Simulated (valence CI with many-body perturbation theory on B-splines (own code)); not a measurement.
Missing levels of Sc XVI

Level of theory: valence CI with perturbative core correlation (CI+MBPT): four valence electrons over a frozen Dirac-Fock core [He], radial functions for each j: 11 s, 11 p, 10 d, 8 f, 5 g, 2 h, with the one-electron correlation potential Σ1, the two-electron term Σ2, the three-electron term Σ3, Breit, model QED; selected CI, second order for the rest, scaled by the run's own slope (own B-spline code, finite nucleus).

No measured spectrum was set against this ion. As an estimate, levels of excited configurations hold to 0.05 to 0.15 % of their energy, terms of the ground configuration to about 0.5 %. Among the levels kept, up to 890 cm⁻¹ of a level comes from second order outside the variational space, and about a tenth of that is noise between levels of different J, which matters for small intervals.

```tsv
Level	E (eV)
2s2 2p2 3P_0	0.000
2s2 2p2 3P_1	2.845
2s2 2p2 3P_2	5.584
2s2 2p2 1D_2	15.317
2s2 2p2 1S_0	27.139
2s 2p3 5S°_2	37.606
2s 2p3 3D°_2	66.548
2s 2p3 3D°_1	66.685
2s 2p3 3D°_3	67.218
2s 2p3 3P°_0	?
2s 2p3 3P°_1	?
2s 2p3 3P°_2	?
2s 2p3 3S°_1	?
2s 2p3 1D°_2	97.486
2s 2p3 1P°_1	108.814
2p4 3P_2	147.320
2p4 3P_1	151.463
2p4 3P_0	?
2p4 1D_2	159.439
2p4 1S_0	?
```

(1) The levels stand in rising order. What does the calculation give for the missing energies?

Results:

(1) 2s 2p3 3P°_0 77.972; 2s 2p3 3P°_1 78.179; 2s 2p3 3P°_2 78.693; 2s 2p3 3S°_1 97.056; 2p4 3P_0 152.268; 2p4 1S_0 180.040.
